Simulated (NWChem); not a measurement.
System meant: ZrO₂ cation, doublet; SMILES of the neutral closed-shell parent [O]=[Zr]=[O]

Input file for NWChem:

```
start job
memory heap 200 mb stack 900 mb global 1100 mb
charge 1
geometry units angstroms noautoz
  Zr    -0.185280     0.000000     0.332264
  O      1.173549     0.000000    -0.712335
  O     -1.453132     0.000000    -1.023301
end
basis spherical
  * library def2-svp
end
ecp
  Zr library def2-ecp
end
dft
  odft
  mult 2
  xc xpbe96 cpbe96
  iterations 4
  mulliken
end
task dft energy
```

End of the output:

```
     --------------------------
     Expectation value of S2:
     --------------------------
      <S2> =      0.7588 (Exact =     0.7500)

 center of mass
 --------------
 x =   0.05178050 y =   0.01043403 z =   0.00000000

 moments of inertia (a.u.)
 ------------------
         201.736933437820           0.000000000000           0.000000000000
           0.000000000000         119.590517815887           0.000000000000
           0.000000000000           0.000000000000         321.327451253706

     Multipole analysis of the density
     ---------------------------------

     L   x y z        total         alpha         beta         nuclear
     -   - - -        -----         -----         ----         -------
     0   0 0 0      1.000000    -14.000000    -13.000000     28.000000

     1   1 0 0      1.189504     10.330840      8.656562    -17.797898
     1   0 1 0     -1.044049      2.055745      0.486571     -3.586366
     1   0 0 1      0.000000      0.000000     -0.000000      0.000000

     2   2 0 0    -17.803287    -33.862380    -30.598985     46.658078
     2   1 1 0      1.942093      1.646035      2.947100     -2.651042
     2   1 0 1     -0.000000     -0.000000     -0.000000      0.000000
     2   0 2 0    -18.756932    -63.600223    -55.523077    100.366367
     2   0 1 1      0.000000      0.000000      0.000000      0.000000
     2   0 0 2    -17.897783     -9.065145     -8.832638      0.000000

 ------------------------------------------------------------------------
 dft energy failed                                                                                  0
 ------------------------------------------------------------------------
 ------------------------------------------------------------------------
  current input line :
    22: task dft energy
 ------------------------------------------------------------------------
 ------------------------------------------------------------------------
 This type of error is most commonly associated with calculations not reaching convergence criteria
 ------------------------------------------------------------------------
 For more information see the NWChem manual at https://nwchemgit.github.io

0:dft energy failed:Received an Error in Communication
```

Task: Can this run be used? If not, why, and what is the fix?

Result: Convergence was not reached. Cause: the SCF was allowed too few iterations. This input runs:
```
start job
memory heap 200 mb stack 900 mb global 1100 mb
charge 1
geometry units angstroms noautoz
  Zr    -0.185280     0.000000     0.332264
  O      1.173549     0.000000    -0.712335
  O     -1.453132     0.000000    -1.023301
end
basis spherical
  Zr library def2-svp
  O library def2-svp
end
ecp
  Zr library def2-ecp
end
dft
  odft
  mult 2
  xc xpbe96 cpbe96
  iterations 150
  mulliken
end
task dft energy
```
It converges to -196.97275 Ha (PBE/def2-SVP with def2 effective core potentials on Zr, spin-unrestricted).
